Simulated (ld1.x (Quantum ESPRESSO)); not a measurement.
**aluminium TM: all-electron and pseudo phase curves**

* Element: Al (Z = 13)
* Generator: ld1.x (Quantum ESPRESSO) 7.5
* Type: norm-conserving Troullier–Martins (Kleinman–Bylander form)
* Functional: LDA (PZ)
* Relativity: scalar-relativistic
* Frozen core: [He]
* Valence charge: 11
* Reference configuration: 2s2 2p6 3s1 3p0 (charge +2)
* Partial waves: 2s (bound): rc 0.55 bohr; 2p (bound): rc 1.10 bohr; 3d channel at 0.05 Ry: rc 0.85 bohr
* Local potential: the d channel
* Core correction: none

Occupied shells without a wave of their own: 3s. They enter only through the test configuration that unscreens the potential.

The phase is arctan(r·u′/u) with u = r·R(r), unwrapped; energies in Ry, scanned from -11 to 5 Ry. A pole is an energy at which the radial function vanishes at the test radius. The pseudo phase is shifted by a multiple of π to meet the all-electron one at the reference energy, and phase errors are pseudo minus all-electron; the curves can meet again beyond the range given. Levels narrower than the energy grid can be missing from the lists of poles.

For each channel, where are the poles, and over which energies does the pseudopotential scatter like the atom?

```json
{"channel": "s", "radius (bohr)": "1.20", "reference energy (Ry)": "-9.42", "poles, all-electron": "-8.39", "poles, pseudo": "-8.39", "unbroken range about the reference energy with phases within 0.05 rad": "below 3.1", "phase error 1 Ry above the reference energy (rad)": "-0.000"}
{"channel": "p", "radius (bohr)": "1.20", "reference energy (Ry)": "-6.64", "poles, all-electron": "-5.69", "poles, pseudo": "-5.68", "unbroken range about the reference energy with phases within 0.05 rad": "below 1.0", "phase error 1 Ry above the reference energy (rad)": "+0.002"}
{"channel": "d", "radius (bohr)": "1.20", "reference energy (Ry)": "0.05", "poles, all-electron": "none", "poles, pseudo": "none", "unbroken range about the reference energy with phases within 0.05 rad": "the whole range", "phase error 1 Ry above the reference energy (rad)": "+0.000"}
```

Phases in the d channel:

| E (Ry) | all-electron | pseudo |
| --- | --- | --- |
| -11.00 | 1.317 | 1.317 |
| -10.76 | 1.315 | 1.315 |
| -10.52 | 1.312 | 1.312 |
| -10.28 | 1.309 | 1.309 |
| -10.04 | 1.306 | 1.306 |
| -9.80 | 1.303 | 1.303 |
| -9.56 | 1.300 | 1.300 |
| -9.32 | 1.296 | 1.296 |
| -9.08 | 1.293 | 1.293 |
| -8.84 | 1.289 | 1.289 |
| -8.60 | 1.286 | 1.286 |
| -8.36 | 1.282 | 1.282 |
| -8.12 | 1.278 | 1.278 |
| -7.88 | 1.273 | 1.274 |
| -7.64 | 1.269 | 1.269 |
| -7.40 | 1.265 | 1.265 |
| -7.16 | 1.260 | 1.260 |
| -6.92 | 1.255 | 1.255 |
| -6.68 | 1.250 | 1.250 |
| -6.44 | 1.244 | 1.244 |
| -6.20 | 1.239 | 1.239 |
| -5.96 | 1.233 | 1.233 |
| -5.72 | 1.227 | 1.227 |
| -5.48 | 1.220 | 1.220 |
| -5.24 | 1.213 | 1.213 |
| -5.00 | 1.206 | 1.206 |
| -4.76 | 1.198 | 1.198 |
| -4.52 | 1.190 | 1.190 |
| -4.28 | 1.181 | 1.181 |
| -4.04 | 1.172 | 1.172 |
| -3.80 | 1.163 | 1.163 |
| -3.56 | 1.152 | 1.152 |
| -3.32 | 1.141 | 1.141 |
| -3.08 | 1.129 | 1.129 |
| -2.84 | 1.116 | 1.116 |
| -2.60 | 1.103 | 1.103 |
| -2.36 | 1.088 | 1.088 |
| -2.12 | 1.071 | 1.071 |
| -1.88 | 1.054 | 1.054 |
| -1.64 | 1.035 | 1.035 |
| -1.40 | 1.014 | 1.014 |
| -1.16 | 0.991 | 0.991 |
| -0.92 | 0.965 | 0.966 |
| -0.68 | 0.937 | 0.937 |
| -0.44 | 0.906 | 0.906 |
| -0.20 | 0.871 | 0.871 |
| 0.04 | 0.832 | 0.832 |
| 0.28 | 0.788 | 0.788 |
| 0.52 | 0.738 | 0.738 |
| 0.76 | 0.681 | 0.681 |
| 1.00 | 0.616 | 0.616 |
| 1.24 | 0.543 | 0.543 |
| 1.48 | 0.459 | 0.459 |
| 1.72 | 0.364 | 0.365 |
| 1.96 | 0.259 | 0.259 |
| 2.20 | 0.142 | 0.143 |
| 2.44 | 0.017 | 0.018 |
| 2.68 | -0.114 | -0.113 |
| 2.92 | -0.246 | -0.245 |
| 3.16 | -0.375 | -0.374 |
| 3.40 | -0.498 | -0.497 |
| 3.64 | -0.612 | -0.610 |
| 3.88 | -0.714 | -0.713 |
| 4.12 | -0.805 | -0.804 |
| 4.36 | -0.886 | -0.885 |
| 4.60 | -0.957 | -0.956 |
| 4.84 | -1.019 | -1.018 |
